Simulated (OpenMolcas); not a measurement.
## Re2+: effect of the active space

```yaml
Program: OpenMolcas
Method: CASSCF or its RAS form
Basis: ANO-R2
Scalar_Hamiltonian: X2C, finite nucleus
Spin-orbit_coupling: state interaction with AMFI integrals over the reference wave functions, term energies averaged over their components
```

A. 5 electrons in 5 orbitals (5d); 2S+1 = 6 even, 1 root; 2S+1 = 4 even, 24 roots; 2S+1 = 2 even, 75 roots; cost about 30 core-seconds
B. 5 electrons in 6 orbitals (5d 6s); 2S+1 = 6 even, 6 roots; 2S+1 = 4 even, 84 roots kept (CI in the orbitals of an earlier block, 64 in the spin-orbit step); 2S+1 = 2 even, 184 roots kept (CI in the orbitals of an earlier block, 129 in the spin-orbit step); cost about 60 core-seconds
C. 11 electrons in 8 orbitals (RAS1 5p, at most 2 holes; RAS2 5d); 2S+1 = 6 even, 1 root; 2S+1 = 4 even, 24 roots; 2S+1 = 2 even, 75 roots; cost roughly 50 core-seconds
D. 5 electrons in 10 orbitals (5d 6d); 2S+1 = 6 even, 1 root; 2S+1 = 4 even, 24 roots; 2S+1 = 2 even, 70 roots; cost roughly 2.9 core-minutes

Energies in cm-1 above 5d5 6S 5/2, the measured ground level; measured values from the list in Brasseur, Gamrath and Quinet, At. Data Nucl. Data Tables 157, 101636 (2024).

```json
{"Level": "5d5 6S 5/2", "A": "0.0", "B": "0.0", "C": "0.0", "D": "0.0", "Measured": "0.0"}
{"Level": "5d5 4G 11/2", "A": "23174", "B": "22834", "C": "23535", "D": "22692", "Measured": "18020"}
{"Level": "5d5 4G 9/2", "A": "23680", "B": "23212", "C": "24038", "D": "23118", "Measured": "18346"}
{"Level": "5d5 4P 1/2 [53 %]", "A": "26274", "B": "22538", "C": "24950", "D": "25445", "Measured": ""}
{"Level": "5d5 4D 7/2", "A": "28558", "B": "26098", "C": "28211", "D": "27958", "Measured": "20453"}
{"Level": "5d5 4D 1/2 [66 %]", "A": "31298", "B": "27087", "C": "30619", "D": "30480", "Measured": ""}
{"Level": "5d5 2I 11/2", "A": "32553", "B": "33191", "C": "33492", "D": "31707", "Measured": "26170"}
{"Level": "5d5 2I 13/2", "A": "34697", "B": "35678", "C": "35957", "D": "34005", "Measured": "28588"}
{"Level": "5d5 4F 5/2 [59 %]", "A": "40096", "B": "37434", "C": "39142", "D": "39014", "Measured": "30302"}
{"Level": "5d5 2H 11/2 [67 %]", "A": "45957", "B": "45496", "C": "46072", "D": "45086", "Measured": ""}
{"Level": "5d5 2S 1/2 [73 %]", "A": "50421", "B": "45041", "C": "49058", "D": "49374", "Measured": ""}
{"Level": "5d5 2D 3/2(2)", "A": "55762", "B": "51735", "C": "53948", "D": "55192", "Measured": ""}
{"Level": "5d5 2D 5/2(2) [64 %]", "A": "58162", "B": "52045", "C": "56650", "D": "57484", "Measured": ""}
```

Deviations, from unrounded energies. A percentage is the sum of absolute deviations over the sum of measured energies, with the sign that they share, or ± where signs differ.

| Against measurement | Levels | A | B | C | D |
| --- | --- | --- | --- | --- | --- |
| mean absolute deviation (cm-1) | 6 | 6800 | 6100 | 7100 | 6100 |
| other terms of the ground configuration (%) | 6 | +28.8 | +25.8 | +30.0 | +25.8 |

B, D lie about equally close to measurement and C furthest from it. The largest miss of B in the table is 5d5 4F 5/2 [59 %], by +7100 cm-1. The ranking rests on the paired levels alone, and a cruder setting can come out closer through cancelling errors.

The spin-orbit steps hold different terms of 5d5 (B lacks a 2D, 2P; D lacks a 2D), which shifts levels as well.

Among A to D the level of the table that moves most is 5d5 2D 5/2(2) [64 %], by 6100 cm-1 (lowest in B, highest in A).

Without dynamic correlation excited terms often stand tens of per cent too high (terms of higher spin than the ground term too low), and those without a measured partner can miss by more than the paired ones. Configurations with an s electron lie low in 5d ions of this charge, fall among these levels and mix in, so low-spin terms can stand far too high, up to twice their true height, and weights are not those of the real levels (holds for A). Some high roots are left out of the spin-orbit mixing, which shifts the levels that they would mix with (holds for B). Terms from blocks run as CI alone lack orbitals of their own (holds for B). Configurations are named by rounded mean occupations; where the s occupation lies near a half they are strongly mixed, a name can repeat and a true partner stay unpaired (holds for B). Active for correlation alone: 5p; no level in the range computed is led by a configuration that opens it, so any true level of that kind is missing (holds for C). Active for correlation alone: 6d; no level in the range computed is led by a configuration that fills it, so any true level of that kind is missing (holds for D). Measured partners are found by configuration, term and J. A level has none where our copy of the source lacks it or the pairing is in doubt (some pairs that miss far off the trend of their configuration count as doubtful), and it then counts in no deviation. Only configurations of the active space appear. The table leaves out levels that lie high or whose names do not pair safely across all columns.

A share in square brackets marks a mixed level and gives the weight of the term that names it, the lowest over the columns. A number in round brackets counts repeated terms of one configuration in the order of the reference energies.
